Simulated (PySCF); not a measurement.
BClFH2N. Atoms are numbered in the order given.

```xyz
6

B     -0.0658    -0.4341     0.0000
F     -1.2897    -0.9590     0.0000
Cl     0.0901     1.3378     0.0000
N      1.0592    -1.2547     0.0000
H      2.0035    -0.8928     0.0000
H      0.9856    -2.2652     0.0000
```
Charge 0, spin multiplicity 1.

Geometry: B3LYP-D3(BJ)/def2-SVP. One conformer was computed; it need not be the lowest.

Computed with PySCF with HF/def2-TZVPD.

Mulliken values depend strongly on the basis, most of all with diffuse functions as here. Atomic charges (e):

| atom | meta-Löwdin | Mulliken |
|---|---|---|
| B1 | 0.56 | 0.68 |
| F2 | -0.37 | -0.37 |
| Cl3 | -0.17 | -0.35 |
| N4 | -0.53 | -0.36 |
| H5 | 0.26 | 0.20 |
| H6 | 0.25 | 0.19 |
